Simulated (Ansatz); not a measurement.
Reactions of C2H5NO (`CN=CO`).

Calculated with Ansatz (gas phase, PBE0-D4/def2-TZVP geometries, no zero-point term in ΔE). CBS: MP2 limit from def2 TZ/QZ plus the TZ coupled-cluster correction, frozen cores. This one scheme is used for every species, atoms too. Double bonds are as drawn, so ΔE can hold a change between cis and trans. DFT in def2-TZVPP. B3LYP here is the variant with VWN-RPA as its local correlation; programs differ in this. Open shells (•) are unrestricted, without spin–orbit coupling. Spin–orbit coupling would lower the free atoms: a little for C, O. For Br outer-core shells are correlated without core-valence functions, so the limit isn't a true one: a few kJ/mol of doubt a bond, and 10 to 20 or more in all where bonds break to atoms. Scalar relativity is left out up to krypton. Each species was taken in one conformer, which may not be the lowest.

| reaction | B3LYP-D4 (kcal/mol) |
| --- | --- |
| `C/N=C/O` → `[CH2]` (triplet) + `N=CO` | 97.2 |
| `C/N=C/O` → `CC(N)=O` | -23.1 |
| `C/N=C/O` + HBr → `C/N=C\Br` + H₂O | 3.3 |
| `C/N=C/O` + `CCBS` → `CCBSC` + `N=CO` | -3.5 |
| `C/N=C/O` → 2 C• + 5 H• + N• + O• | 849.1 |
| `C/N=C/O` + `N[SiH3]` → `C/N=C/N[SiH3]` + H₂O | -4.1 |
| `C/N=C/O` + `NC1(O)C=N1` → `CNC1(O)C=N1` + `N=CO` | 2.0 |
| `C/N=C/O` → `C=C(N)O` | 1.4 |
| `C/N=C/O` → `NC1CO1` | 21.8 |

(1) Give the CCSD(T)/CBS values in the same order. (Estimate.)

Largest T1 diagnostic: 0.014, for `CC(N)=O`.

## Answers

(1) Ansatz gave: 98.0, -22.2, 2.2, -4.2, 844.8, -5.2, 1.6, 1.0, 19.5 kcal/mol.
